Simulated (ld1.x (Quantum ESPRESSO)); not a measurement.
Before and after: TM semilocal potential for neodymium

ld1.x (Quantum ESPRESSO) 7.5 input, shortened:

```
&input
   title='Nd', zed=60., rel=1, dft='PBE', iswitch=3,
   config='[Xe] 4f3 5d1 5f-2 6s1.75 6p0.25'
 /
 &inputp
   pseudotype=1, tm=.true., lloc=2,
   nlcc=.true., new_core_ps=.true., rcore=1.55
 /
4
6S  1  0   1.75   0.00  2.60  2.60  0.0
6P  2  1   0.25   0.00  3.25  3.25  0.0
5F  4  3  -2.00   0.05  2.90  2.90  0.0
5D  3  2   1.00   0.00  3.70  3.70  0.0
 &test
   configts(1)='5d1 6s1.75 6p0.25'
 /
```

Change: core correction Bessel-smoothed model core inside 3.06 bohr.

Cutoffs: the cutoffs (Ry, on a coarse ladder) from which the occupation-weighted sum of valence levels, in a spherical-Bessel basis at the reference potential, stays within 10 and 1 mRy of its value at 400 Ry; they do not see the model core or the augmentation charge, which bear on the density cutoff. Errors are all-electron minus pseudo energies relative to the spin-unpolarised reference configuration.

Question: What does the change do?

Answer: The potential gets neither clearly harder nor softer (12 Ry and 30 Ry → 12 Ry and 30 Ry); of the 7 tests that both files solve, the error grows in 2 and shrinks in 3 by more than 15 % and 0.3 meV (median size 1.5 → 1.1 meV); neither file shows a bound ghost. A semilocal file is local in each channel, so a ghost entry of none says nothing of the separable form that plane-wave codes build from it. A wider model core is smoother and lowers the density cutoff, which this test does not measure.

```csv
quantity,base,changed
"cutoff, loose",12 Ry,12 Ry
"cutoff, tight",30 Ry,30 Ry
bound ghosts,none,none
"error for 5d1 6s2 6p0, meV [ΔE -0.64 eV]",+0.1,+0.1
"error for 5d1 6s1 6p0, meV [ΔE 5.63 eV]",-0.1,+1.1
"error for 5d1 6s0 6p0, meV [ΔE 17.06 eV]",-60,-44
"error for 5d0 6s2 6p0, meV [ΔE 5.71 eV]",+16,+38
"error for 5d2 6s1 6p0, meV [ΔE 0.51 eV]",-34,-26
"error for 5d1 6s1.5 6p0, meV [ΔE 1.89 eV]",-0.1,0.0
"error for 5d1 6s1 6p1, meV [ΔE 1.95 eV]",-1.5,-0.4
s: phases at 4.00 bohr within 0.05 rad from the reference energy up to (Ry; the scan ends near 5),0.1,0.1
p: phases at 4.00 bohr within 0.05 rad from the reference energy up to (Ry; the scan ends near 5),0.1,0.1
d: phases at 4.00 bohr within 0.05 rad from the reference energy up to (Ry; the scan ends near 5),0.8,0.8
f: phases at 4.00 bohr within 0.05 rad from the reference energy up to (Ry; the scan ends near 5),n/a,n/a
```
